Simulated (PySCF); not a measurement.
CF₃, SMILES F[C-](F)F, charge -1. The structure is a stationary point at ωB97X-D3(BJ)/def2-SVPD.

All values below come from ωB97X-D3(BJ)/def2-SVPD in PySCF.

Harmonic wavenumbers (cm⁻¹): 459, 459, 627, 790, 790, 998. Rotational constants (GHz): 10.13, 10.13, 5.565; symmetry number 3.

Problem. Work out the zero-point energy and the ideal-gas rigid-rotor harmonic-oscillator thermochemistry at 298.15 K and 1 atm.

Solution. ZPE = ½ Σ hcν = ½ × 4122 cm⁻¹ = 24.65 kJ/mol. H − E(el) = 36.82 kJ/mol. Entropy in J/(mol K): translation 161.55, rotation 90.64, vibration 10.34, total 262.53. G − E(el) = -41.45 kJ/mol. Cp = 55.74 J/(mol K).
